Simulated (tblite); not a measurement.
A geometry optimisation, step by step.

Compound: C₅H₁₄GeSi.
Numbering: `[CH3:1][CH2:2][SiH2:3][GeH2:4][CH:5]1[CH2:6][CH2:7]1` (hydrogens: H8, H9, H10 on C1; H11, H12 on C2; H13, H14 on Si3; H15, H16 on Ge4; H17 on C5; H18, H19 on C6; H20, H21 on C7)

Computed with GFN2-xTB (tblite), gas phase: L-BFGS steps from a force-field or distance-geometry start until the largest atomic force falls under 0.01 eV/Å. 6 of its 127 geometries are shown.

Step 0: E = -583.3687 eV, largest atomic force 1.557 eV/Å
```
atom  x, y, z in Å  |  force x, y, z in eV/Å
C1     -3.005    0.655    0.021   -1.171   0.807   0.241
C2     -2.748   -0.825    0.134    0.371  -0.954   1.173
Si3    -1.014   -1.270   -0.468   -0.364  -0.234  -0.930
Ge4     0.311    0.525    0.031   -0.382   0.256   0.345
C5      2.030    0.033    0.802    0.954   0.555  -0.306
C6      3.126   -0.455   -0.122   -0.311  -0.038   0.106
C7      3.140    0.978    0.330   -0.459   0.157   0.308
H8     -2.412    1.265    0.738   -0.435  -0.584  -0.465
H9     -2.797    1.044   -0.992   -0.180  -0.276   0.445
H10    -4.087    0.837    0.262    0.858   0.113  -0.306
H11    -2.758   -1.151    1.214   -0.323   0.459  -0.803
H12    -3.502   -1.444   -0.365    0.050   0.374   0.038
H13    -0.559   -2.542    0.067    0.047  -0.232   0.058
H14    -1.136   -1.362   -1.948    0.119  -0.140   0.229
H15     0.450    1.389   -1.251    0.178  -0.055   0.603
H16    -0.418    1.379    1.127    0.609  -0.060  -0.482
H17     2.056   -0.311    1.839    0.018   0.255  -0.304
H18     2.730   -0.723   -1.131    0.937   0.365   0.770
H19     3.934   -1.086    0.293   -0.770   0.222  -0.456
H20     3.819    1.325    1.139   -0.215  -0.362  -1.071
H21     2.833    1.755   -0.411    0.467  -0.627   0.807
```

Step 25: E = -583.9410 eV, largest atomic force 0.105 eV/Å
```
atom  x, y, z in Å  |  force x, y, z in eV/Å
C1     -3.219    0.592    0.004   -0.015   0.046  -0.042
C2     -2.873   -0.882    0.162   -0.015   0.049   0.002
Si3    -1.108   -1.252   -0.463   -0.034  -0.007   0.001
Ge4     0.344    0.524    0.093   -0.044   0.063   0.017
C5      2.142    0.141    0.780   -0.011   0.008   0.026
C6      3.191   -0.425   -0.128    0.021   0.038  -0.007
C7      3.309    0.982    0.352   -0.016   0.019   0.025
H8     -2.607    1.194    0.675   -0.006   0.027  -0.025
H9     -3.027    0.919   -1.015   -0.005   0.050  -0.062
H10    -4.263    0.801    0.230   -0.035  -0.090   0.041
H11    -2.985   -1.157    1.211    0.015  -0.061  -0.004
H12    -3.584   -1.488   -0.403    0.002   0.009   0.036
H13    -0.673   -2.540    0.088    0.046   0.003   0.010
H14    -1.181   -1.394   -1.928    0.047   0.024   0.053
H15     0.587    1.444   -1.086   -0.007  -0.011  -0.023
H16    -0.247    1.494    1.103    0.037  -0.028  -0.011
H17     2.178   -0.199    1.809    0.002  -0.051   0.018
H18     2.917   -0.575   -1.164    0.065  -0.025  -0.004
H19     3.886   -1.158    0.256   -0.045  -0.023  -0.017
H20     4.059    1.218    1.094    0.042  -0.028  -0.039
H21     3.146    1.780   -0.360   -0.046  -0.016   0.004
```

Step 50: E = -583.9648 eV, largest atomic force 0.058 eV/Å
```
atom  x, y, z in Å  |  force x, y, z in eV/Å
C1     -3.332    0.574   -0.038    0.004  -0.019  -0.007
C2     -2.877   -0.868    0.153    0.007  -0.012   0.000
Si3    -1.083   -1.182   -0.417   -0.022  -0.022  -0.025
Ge4     0.372    0.585    0.132   -0.030   0.018   0.011
C5      2.164    0.108    0.777    0.017   0.049   0.025
C6      3.197   -0.442   -0.161   -0.010   0.006  -0.003
C7      3.340    0.945    0.368    0.028   0.017  -0.007
H8     -2.720    1.249    0.561   -0.021   0.002  -0.023
H9     -3.248    0.876   -1.081    0.015  -0.026   0.002
H10    -4.372    0.695    0.264    0.023   0.020   0.016
H11    -2.981   -1.137    1.206    0.016   0.025   0.007
H12    -3.546   -1.531   -0.397    0.012  -0.004  -0.011
H13    -0.629   -2.449    0.173    0.007   0.023  -0.009
H14    -1.071   -1.350   -1.879   -0.011   0.008   0.040
H15     0.626    1.480   -1.063    0.009   0.006  -0.003
H16    -0.150    1.585    1.149   -0.006  -0.029  -0.009
H17     2.206   -0.276    1.790   -0.019  -0.043   0.004
H18     2.935   -0.557   -1.203   -0.017  -0.007  -0.012
H19     3.877   -1.200    0.200   -0.017  -0.018   0.000
H20     4.113    1.147    1.094    0.024  -0.015   0.017
H21     3.169    1.764   -0.317   -0.009   0.022  -0.013
```

Step 76: E = -583.9818 eV, largest atomic force 0.035 eV/Å
```
atom  x, y, z in Å  |  force x, y, z in eV/Å
C1     -3.355    0.521   -0.141    0.001  -0.013   0.000
C2     -2.812   -0.860    0.204    0.014  -0.008   0.005
Si3    -1.022   -1.122   -0.396   -0.002  -0.011  -0.016
Ge4     0.364    0.686    0.184   -0.007   0.009   0.028
C5      2.138    0.120    0.802   -0.005  -0.003  -0.004
C6      3.085   -0.442   -0.218    0.025   0.021  -0.006
C7      3.369    0.881    0.407   -0.010   0.016   0.016
H8     -2.713    1.300    0.273   -0.007  -0.007  -0.014
H9     -3.406    0.658   -1.219    0.011  -0.004   0.011
H10    -4.355    0.655    0.268   -0.010   0.013  -0.016
H11    -2.855   -1.000    1.285   -0.004   0.007   0.011
H12    -3.460   -1.621   -0.234    0.016   0.002   0.022
H13    -0.489   -2.358    0.196   -0.032   0.006  -0.010
H14    -1.034   -1.305   -1.854    0.007   0.013  -0.007
H15     0.651    1.630   -0.962   -0.010   0.006  -0.027
H16    -0.197    1.637    1.225    0.022  -0.018   0.020
H17     2.173   -0.351    1.778   -0.003  -0.001  -0.007
H18     2.770   -0.450   -1.253   -0.001  -0.002  -0.010
H19     3.708   -1.285    0.046    0.000  -0.006   0.021
H20     4.181    0.954    1.116    0.007  -0.018   0.007
H21     3.249    1.767   -0.199   -0.012  -0.002  -0.023
```

Step 101: E = -583.9888 eV, largest atomic force 0.032 eV/Å
```
atom  x, y, z in Å  |  force x, y, z in eV/Å
C1     -3.383    0.489   -0.206   -0.012   0.005  -0.004
C2     -2.796   -0.838    0.257    0.004   0.008  -0.006
Si3    -1.026   -1.094   -0.394    0.009  -0.006  -0.007
Ge4     0.365    0.698    0.221    0.021  -0.005   0.023
C5      2.147    0.103    0.789    0.012   0.010   0.009
C6      3.096   -0.444   -0.238   -0.004  -0.003   0.003
C7      3.383    0.866    0.414    0.008   0.001  -0.015
H8     -2.763    1.321    0.131    0.007  -0.007  -0.007
H9     -3.438    0.524   -1.292   -0.002   0.007  -0.004
H10    -4.386    0.634    0.189   -0.019   0.003   0.006
H11    -2.799   -0.869    1.348    0.006   0.000  -0.003
H12    -3.436   -1.654   -0.081    0.000   0.008   0.009
H13    -0.501   -2.356    0.144    0.000   0.004  -0.009
H14    -1.068   -1.213   -1.858   -0.006  -0.012   0.001
H15     0.617    1.703   -0.883   -0.002  -0.017  -0.003
H16    -0.170    1.587    1.329    0.009  -0.017  -0.002
H17     2.183   -0.394    1.753   -0.006   0.009   0.005
H18     2.790   -0.434   -1.276   -0.003   0.002   0.004
H19     3.712   -1.293    0.022   -0.003  -0.009  -0.009
H20     4.196    0.921    1.124   -0.011   0.002   0.001
H21     3.268    1.760   -0.183   -0.008   0.018   0.009
```

Step 126: E = -583.9907 eV, largest atomic force 0.008 eV/Å
```
atom  x, y, z in Å  |  force x, y, z in eV/Å
C1     -3.393    0.491   -0.230    0.003   0.004  -0.003
C2     -2.793   -0.819    0.265   -0.006   0.002  -0.005
Si3    -1.034   -1.102   -0.405   -0.006  -0.005   0.001
Ge4     0.374    0.665    0.244    0.003   0.004   0.000
C5      2.165    0.093    0.804    0.002  -0.005  -0.001
C6      3.107   -0.437   -0.238    0.004   0.003  -0.002
C7      3.383    0.876    0.413    0.001   0.001  -0.005
H8     -2.770    1.334    0.073    0.006   0.000  -0.001
H9     -3.464    0.495   -1.315   -0.004  -0.004   0.000
H10    -4.391    0.644    0.177    0.006   0.002   0.001
H11    -2.771   -0.811    1.357    0.000  -0.003  -0.002
H12    -3.440   -1.646   -0.028   -0.001  -0.003   0.000
H13    -0.530   -2.382    0.108    0.004   0.002   0.003
H14    -1.087   -1.204   -1.870   -0.004   0.002   0.003
H15     0.618    1.683   -0.850   -0.002  -0.004   0.002
H16    -0.172    1.533    1.361    0.001   0.001   0.006
H17     2.217   -0.401    1.768   -0.002  -0.003   0.003
H18     2.782   -0.429   -1.270    0.002   0.001   0.000
H19     3.739   -1.279    0.008   -0.001   0.004   0.003
H20     4.204    0.943    1.113   -0.006  -0.003   0.002
H21     3.244    1.771   -0.177    0.001   0.005  -0.004
```

Question: Summarise the path.

Answer: The energy falls by 14.34 kcal/mol from step 0 to step 126; nine tenths of that is first reached at step 22. It falls at every step. The largest force goes from 1.557 to 0.008 eV/Å. Among the bonds Si3–Ge4 changes most, from 2.287 to 2.351 Å; the atoms move by 0.416 Å rms after alignment.

Question: Follow the three bonds and two angles with the largest change from start to end.

Answer: 
```tsv
step	E above end (kcal/mol)	largest force (eV/Å)	Si3–Ge4 (Å)	Ge4–H16 (Å)	Ge4–H15 (Å)	Ge4–C5–C7 (°)	C5–Ge4–H15 (°)
0	14.34	1.557	2.287	1.568	1.552	111.2	112.9
5	4.98	0.410	2.310	1.496	1.513	114.7	108.5
11	2.83	0.244	2.348	1.514	1.516	116.5	104.9
16	2.06	0.156	2.354	1.518	1.512	118.1	103.6
22	1.42	0.147	2.372	1.524	1.523	119.3	103.8
27	1.07	0.109	2.359	1.512	1.512	120.3	104.1
33	0.89	0.133	2.356	1.522	1.518	120.6	104.9
38	0.78	0.107	2.357	1.511	1.514	120.4	104.8
44	0.67	0.057	2.352	1.518	1.515	120.0	104.7
49	0.61	0.066	2.353	1.516	1.514	119.5	104.5
55	0.54	0.047	2.356	1.515	1.517	119.3	103.9
60	0.46	0.089	2.354	1.517	1.514	119.1	103.9
66	0.34	0.090	2.350	1.517	1.514	119.9	103.4
71	0.26	0.048	2.353	1.517	1.516	120.2	104.0
77	0.19	0.046	2.353	1.517	1.512	121.1	104.5
82	0.15	0.034	2.351	1.516	1.515	121.6	104.9
88	0.13	0.031	2.352	1.515	1.515	121.8	105.2
93	0.10	0.046	2.349	1.519	1.512	121.7	105.1
99	0.05	0.032	2.350	1.516	1.515	121.6	105.3
104	0.03	0.030	2.352	1.517	1.515	121.3	105.2
110	0.02	0.016	2.350	1.517	1.513	121.3	105.1
115	0.01	0.018	2.351	1.516	1.515	121.3	105.0
121	0.00	0.024	2.352	1.518	1.513	121.0	105.0
126	0.00	0.008	2.351	1.516	1.514	121.0	104.8
```

The cost below is that of the whole relaxation. Hardware: an Arm Neoverse N1 with one thread, no GPU, shared host with 64 logical CPUs at a one-minute load of 62. Cost: 1.9 s.
